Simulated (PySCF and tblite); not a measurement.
Values are calculated unless marked as measured or tabulated.
System: [GeH5]- (charge -1), with the starting minimum (Å):

```
 1 Ge    0.001    0.000   -0.004
 2 H    -0.022   -0.008    1.718
 3 H     0.022    0.009   -1.724
 4 H     1.588    0.015    0.017
 5 H    -0.805    1.368   -0.007
 6 H    -0.781   -1.382   -0.021
```

Geometries: PBE0-D3(BJ)/def2-TZVP; energies: PBE0/pcSseg-2 + D3(BJ); zero-point and thermal terms from GFN2-xTB harmonic modes (soft modes blended into free rotors). Rates follow Eyring's equation with the number of equivalent paths and no tunnelling. (PySCF 2.14 with density fitting, tblite 0.8.)

The ion is treated without a counter-ion. Spin–orbit effects of heavy atoms on shieldings are missing.

(1) What barrier does the Berry pseudorotation at Ge1 with H4 as pivot meet, and how fast is it at 298 K?

## Answers

(1) The electronic barrier is 2.7 kcal/mol and ΔG‡(298 K) 2.6 kcal/mol, over a C4v saddle with an imaginary mode of 461i cm⁻¹ (GFN2-xTB). With 3 equivalent paths, k is 2.5×10¹¹ s⁻¹, a mean lifetime of the start of 4 ps against this motion.
